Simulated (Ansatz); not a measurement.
Geometry optimisation, RKS PBE/def2-SVP (Ansatz 0.2.0).

The input (input.yaml):

```yaml
crystal:
  periodic: [false, false, false]
  atoms:
    - { symbol: Ga, position_ang: [0.0, 0.0, 0.0] }
    - { symbol: "N", position_ang: [0.0, 0.0, 2.28] }
    - { symbol: H, position_ang: [-0.877, -0.2713, 2.81] }
    - { symbol: H, position_ang: [0.877, 0.2713, 2.81] }
    - { symbol: O, position_ang: [1.5501, 0.0, -0.895] }
    - { symbol: H, position_ang: [1.85, -0.9519, -1.0499] }
    - { symbol: O, position_ang: [-1.5501, 0.0, -0.895] }
    - { symbol: H, position_ang: [-2.0598, -0.8467, -0.6865] }
    - { symbol: F, position_ang: [-0.2501, 1.8814, 0.6306] }
    - { symbol: H, position_ang: [-0.1688, 1.2696, 1.7609] }
basis:
  gaussian: { orbitals: def2-SVP }
hamiltonian:
  xc: pbe
relax:
  f_tol: 0.15
  max_steps: 25
  restrain:
    - { distance: [0, 8], at: 1.7, k: 30.0 }
    - { distance: [9, 1], at: 1.06, k: 30.0 }
    - { distance: [0, 1], at: 3.13, k: 30.0 }
    - { distance: [9, 8], at: 2.12, k: 30.0 }
```

Run as:

```bash
$ ansatz run input.yaml --threads 2 --pin off --max-ram 3072MiB --backend cpu --events-out ev --progress --plain --runs-dir out
```

Where does it end, and by what steps?

The run converged. The restraints hold the end off the free minimum; the threshold counts their pulls, which the force column leaves out. Restrained pairs: Ga1–F9 (2.00 → 1.74 Å), N2–H10 (1.38 → 1.04 Å), Ga1–N2 (2.28 → 3.11 Å), F9–H10 (1.29 → 2.12 Å). After 10 steps the energy has fallen by 1.018 eV (the restraints' own energy left out); H8 moved furthest, 0.75 Å.

```json
{"step": "0", "energy less start (eV)": "0.0000", "largest force component (eV/Å)": "2.497", "accepted": "yes"}
{"step": "1", "energy less start (eV)": "-0.2126", "largest force component (eV/Å)": "4.248", "accepted": "yes"}
{"step": "2", "energy less start (eV)": "-0.4535", "largest force component (eV/Å)": "3.280", "accepted": "yes"}
{"step": "3", "energy less start (eV)": "-0.5533", "largest force component (eV/Å)": "2.303", "accepted": "yes"}
{"step": "4", "energy less start (eV)": "-0.7473", "largest force component (eV/Å)": "2.188", "accepted": "yes"}
{"step": "5", "energy less start (eV)": "-0.9031", "largest force component (eV/Å)": "1.011", "accepted": "yes"}
{"step": "6", "energy less start (eV)": "-0.9796", "largest force component (eV/Å)": "0.990", "accepted": "yes"}
{"step": "7", "energy less start (eV)": "-1.0058", "largest force component (eV/Å)": "1.005", "accepted": "yes"}
{"step": "8", "energy less start (eV)": "-1.0167", "largest force component (eV/Å)": "1.002", "accepted": "yes"}
{"step": "9", "energy less start (eV)": "-0.9874", "largest force component (eV/Å)": "1.376", "accepted": "no"}
{"step": "10", "energy less start (eV)": "-1.0179", "largest force component (eV/Å)": "0.989", "accepted": "yes"}
```

```xyz
10
Properties=species:S:1:pos:R:3
Ga -0.066 0.422 -0.456
N -0.061 0.179 2.644
H -0.892 0.036 3.230
H 0.764 0.072 3.246
O 1.568 -0.142 -0.950
H 1.519 -0.963 -1.474
O -1.675 -0.223 -0.933
H -1.615 -1.159 -1.203
F -0.093 1.961 0.344
H -0.079 1.170 2.316
```

Time of the run: 33 s on 2 threads of Intel(R) Xeon(R) Platinum 8259CL CPU @ 2.50GHz (Skylake/Cascade Lake), with other jobs on the host, peak memory 0.17 GiB.
